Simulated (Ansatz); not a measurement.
ClRb, charge -1, doublet, at a GFN2-xTB geometry (such geometries of metal compounds can be far from the true shape) (a state made from the parent by changing its charge; the spin is typed, not shown lowest) (core potentials on Rb) (a gas-phase anion, which may not be bound at this level); HF/def2-SVP in Ansatz (a quantum-chemistry and plane-wave program).

Input for Ansatz:
Ansatz 0.2 input:
```yaml
crystal:
  periodic: [false, false, false]
  atoms:
    - {symbol: Rb, position_ang: [-0.00000000, -0.00000000, -1.23734053]}
    - {symbol: Cl, position_ang: [0.00000000, 0.00000000, 2.69303528]}
basis:
  gaussian:
    orbitals: def2-SVP
hamiltonian:
  xc: hf
total_charge: -1
magnetization: {spin_polarized: false, initial_magnetization: 1}
```

It wrote (shortened):

```
Functional definition: HF
389 factors; integrals over basis functions are off by at most 3.5e-4 eV
mean field evaluation 1: about -13149.0312 eV, gradient 6.7e0 eV
mean field evaluation 2: about -13149.0388 eV, gradient 6.6e0 eV
mean field evaluation 4: about -13149.2341 eV, gradient 4.2e-1 eV
mean field evaluation 8: about -13149.2387 eV, gradient 1.1e-1 eV
mean field evaluation 16: about -13140.7365 eV, gradient 6.1e1 eV
mean field evaluation 32: about -13147.7774 eV, gradient 9.5e0 eV
mean field -13149.23917223 eV, -483.2256267049 hartree, gradient 1.4e-5 eV, S^2 0.750000; 0 other end points of the search recorded, 0 dependent functions left out
reference -13149.23917223 eV, -483.2256267049 hartree; 14, 13 occupied and 28, 29 virtual orbitals, 389 factors
Total energy: -13149.23917223 eV, -483.2256267049 hartree
```
